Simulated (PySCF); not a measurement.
## Correlation energy of Pb(37+) (lead, charge +37)

[Kr] 4d9, 2D determinant. All numbers are calculated (PySCF 2.14, no relativity, point nucleus, in an even-tempered Gaussian basis (18 s from 3.5 bohr⁻², ratio 2.5; 12 p from 4.6 bohr⁻², ratio 2.5; 9 d from 4.6 bohr⁻², ratio 2.5; 4 f from 24 bohr⁻², ratio 2.7; 3 g from 36 bohr⁻², ratio 2.7)). Frozen: [Ar] 3d10; 17 electrons correlated; the 35 highest virtual orbitals of each spin left out.

MP2 pair energies summed by pair of shells (mhartree):

```csv
pair,energy,share (%)
4d-4d,-201.66,50.9
4p-4d,-120.65,30.5
4p-4p,-30.73,7.8
4s-4d,-26.10,6.6
4s-4p,-14.66,3.7
4s-4s,-2.42,0.6
```

Total MP2 correlation energy: -396.21 mhartree.

At this charge a non-relativistic calculation is a model, useful for the Z dependence of the correlation energy.
